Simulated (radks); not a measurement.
Values are calculated unless marked as measured or tabulated.
Numerical settings for neutral lead, [Hg] 6p2. Code: a radial shooting solver on a logarithmic mesh with Libxc functionals. Model: Dirac Kohn-Sham, LDA (Slater exchange, Perdew-Wang correlation), spin-unpolarised, spherical densities, finite nucleus; open shells fill j = l - 1/2 first; Fermi nuclear charge, rms radius 5.5012 fm. The defaults (mesh step 0.008 in ln r, mesh end at 40 bohr or more with all orbitals vanishing there, Anderson mixing 0.5 over 9 steps, residual threshold near 1e-9 with the energy settled to 1e-9 hartree or 1e-11 of itself, here a cap of 70 iterations) give E = -20911.453 hartree and 6p1/2 at -4.224 eV in 15 iterations. Run on one thread of a shared host, so times are rough (Intel(R) Xeon(R) 6975P-C): 0.15 s of CPU time, 0.15 s wall, 15 iterations on 2440 mesh points. Changes against that run (0 stands for a change within the tolerance of the run):

setting,iterations,converged,E (mhartree),e(6p1/2) (meV),CPU (s)
mesh step in ln r 0.05,15,yes,+0.317,+0.00382,0.03
mesh step in ln r 0.005,15,yes,0,0,0.22
mesh step in ln r 0.003,15,yes,0,0,0.36
mesh end (bohr) 2,13,level above zero,+1.86e+04,+1.24e+05,0.1
mesh end (bohr) 12,15,yes,+0.0462,+5.12,0.13
residual threshold 0.01,8,yes,0,+1.75,0.1
residual threshold 1e-13,26,yes,0,0,0.19
mixing 1.5,14,yes,0,0,0.15
"linear mixing, mixing 0.5",30,yes,0,0,0.23
"linear mixing, mixing 0.05",70,no,+0.197,-74.3,0.56
mixing history 20,18,yes,0,0,0.18
iteration cap 8,8,no,0,+1.13,0.09

Settled on a wrong energy, with an occupied level pushed above zero by the early mesh end: mesh end (bohr) 2 (+18.6 hartree). Apart from these: no run marked as converged misses the energy by more than 1 mhartree. A mesh that ends early acts as a hard wall.
